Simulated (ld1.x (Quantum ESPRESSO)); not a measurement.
# Cutoff test, La (Z = 57), TM

ld1.x (Quantum ESPRESSO) 7.5 input, shortened:

```
&input
   title='La', zed=57., rel=1, dft='PZ', iswitch=3,
   config='[Xe] 4f0 5d1 6s0 6p0'
 /
 &inputp
   pseudotype=2, tm=.true., lloc=0,
   nlcc=.true., rcore=1.15
 /
4
6P  2  1   0.00   0.00  3.65  3.65  0.0
5D  3  2   1.00   0.00  3.80  3.80  0.0
4F  4  3   0.00   0.00  1.25  1.25  0.0
6S  1  0   0.00   0.00  3.10  3.10  0.0
 &test
   configts(1)='4f0 5d1 6s0 6p0'
 /
```

The pseudo-atom Hamiltonian at the reference potential is diagonalised in spherical Bessel functions j_l(qr) that vanish at 20 bohr, with q² up to the cutoff. All-electron valence levels (Ry): 6p -0.7315, 5d -1.0927, 4f -1.2727, 6s -1.0060.

Task: How do the lowest levels (Ry) of each channel move with the cutoff, and are there ghosts?

Result:

```
cutoff (Ry)     p #1     p #2     d #1     f #1     f #2     s #1     s #2  Σ f·Δε (mRy)
          8  -0.7309  -0.3353  -1.0762  -0.3082  -0.1678  -1.0043  -0.4278          16.5
         10  -0.7311  -0.3354  -1.0895  -0.3083  -0.1678  -1.0044  -0.4279           3.2
         12  -0.7312  -0.3354  -1.0923  -0.3083  -0.1679  -1.0049  -0.4280           0.4
         15  -0.7314  -0.3355  -1.0927  -0.3085  -0.1680  -1.0055  -0.4282           0.1
         18  -0.7314  -0.3355  -1.0927  -0.3086  -0.1681  -1.0058  -0.4284           0.0
        400  -0.7315  -0.3355  -1.0927  -1.2727  -0.3010  -1.0060  -0.4284           0.0
```

Result: no extra level below or beside the all-electron valence levels (p, d, f, s tested); 10 mRy is reached at 10 Ry and 1 mRy at 12 Ry.

The cutoffs count occupied waves only; the empty 4f level needs 180 Ry at the loose tolerance. 2 of 9 tests not solved or not reliable.
